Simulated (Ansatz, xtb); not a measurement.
Spectroscopic constants of RuH+, multiplicity 5 (lowest of 2S+1 = 1, 3, 5, 7 at CCSD(T)/def2-TZVPP on PBE0 minima; our sources give no spin for the ground state, which may be another). No spin–orbit coupling.

Constants: fifth-degree fit in 1/R to seven points, most abundant isotopes. Runs in def2 and cc sets follow the lowest solution found near the PBE0 minimum.

Run with Ansatz (Gaussian orbitals); xtb for the GFN methods. Each number belongs to the level named beside it. In def2 rows elements past Kr take small-core potentials, without spin–orbit coupling. The GFN methods have no spin term and hold the electronic entropy of 300 K.

```
level                                r_e (Å)  ω_e (cm⁻¹)  α_e (cm⁻¹)  ω_e x_e (cm⁻¹)
-----------------------------------  -------  ----------  ----------  --------------
GFN1-xTB                               1.590        1774        0.37              49
GFN2-xTB                               1.525        1714        0.60             120
SVWN5/def2-TZVPP                       1.591        2020        0.18              33
PBE/def2-TZVPP                         1.601        1974        0.18              34
r2SCAN/def2-TZVPP                      1.593        2028        0.17              32
B97M-V/def2-TZVPP                      1.648        1857        0.17              32
B3LYP/def2-TZVPP                       1.643        1898        0.17              32
PBE0/def2-TZVPP                        1.595        2013        0.17              30
BHLYP/def2-TZVPP                       1.640        1934        0.15              30
CAM-B3LYP/def2-TZVPP                   1.638        1938        0.16              31
wB97X-V/def2-TZVPP                     1.640        1940        0.16              31
wB97M-V/def2-TZVPP                     1.637        1936        0.16              31
B2PLYP/def2-TZVPP                      1.634        1942        0.16              31
CCSD/def2-TZVPP                        1.594        2043        0.15              26
CCSD/def2-QZVPP                        1.591        2023        0.15              24
CCSD(T)/def2-TZVPP                     1.595        2023        0.16              29
CCSD(T)/def2-QZVPP                     1.592        2005        0.16              27
CCSD(T)/CBS(def2-TZVPP, def2-QZVPP)    1.590        1987        0.17              26
```

Correlated levels freeze the inner cores; with def2 sets outer-core shells near the valence are correlated too. CBS: X⁻³ extrapolation of the correlation energy, Hartree–Fock from the larger set.

Ansatz is a first-principles code.
